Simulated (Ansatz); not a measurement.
`[CH3][Hf]12345678([OH])([C@H]9[C@@H]1[C@@H]2[C@@H]3[C@H]94)[C@H]1[C@@H]5[C@@H]6[C@@H]7[C@H]18` at its PBE0-D4/def2-TZVP geometry, where that method's forces vanish. Charge 0, multiplicity 1. Hf takes the def2 core potential.

```xyz
27

C    -0.2675   -0.1953    2.3150
Hf    0.3725   -0.0200    0.1428
O     2.3228   -0.1584    0.4173
C    -0.5544    2.2885    0.6918
C     0.8156    2.4592    0.4018
C     1.0133    2.1632   -0.9613
C    -0.2322    1.7998   -1.5137
C    -1.2036    1.8815   -0.4903
C     0.7149   -2.1891   -1.1528
C    -0.2312   -1.4203   -1.8607
C    -1.4060   -1.3468   -1.0733
C    -1.1707   -2.0464    0.1233
C     0.1435   -2.5629    0.0768
H    -1.3418   -0.0675    2.4875
H     0.2495    0.5620    2.9141
H     0.0093   -1.1748    2.7203
H     2.8467   -0.9541    0.4896
H    -1.0212    2.4321    1.6535
H     1.5876    2.7240    1.1084
H     1.9614    2.1696   -1.4777
H    -0.4148    1.5271   -2.5422
H    -2.2577    1.6707   -0.5940
H     1.7160   -2.4166   -1.4879
H    -0.0942   -0.9967   -2.8441
H    -2.3201   -0.8410   -1.3453
H    -1.8643   -2.1584    0.9420
H     0.6266   -3.1295    0.8591
```

Question: What forces (eV/Å) does r2SCAN-D4/def2-TZVPP give on these atoms in Ansatz 0.2.0? (An estimate is asked.)

Answer: The calculation gave: 
```
C1   0.018 -0.006  0.044
Hf2 -0.004 -0.022  0.021
O3   0.041  0.048  0.029
C4  -0.102  0.086  0.191
C5   0.152  0.090  0.149
C6   0.188  0.046 -0.122
C7  -0.046 -0.011 -0.224
C8  -0.228  0.004 -0.025
C9   0.194 -0.089 -0.087
C10  0.027  0.054 -0.224
C11 -0.210  0.076 -0.076
C12 -0.158 -0.071  0.160
C13  0.090 -0.148  0.152
H14  0.013 -0.001  0.010
H15 -0.012  0.002 -0.001
H16 -0.012  0.003 -0.003
H17  0.031 -0.058 -0.002
H18  0.003 -0.002 -0.007
H19 -0.001 -0.004  0.000
H20 -0.001 -0.003  0.001
H21 -0.001 -0.003  0.005
H22  0.003 -0.003  0.001
H23  0.003  0.006  0.005
H24  0.000  0.000  0.005
H25  0.005  0.001  0.000
H26  0.004  0.000 -0.003
H27  0.002  0.004  0.002
```
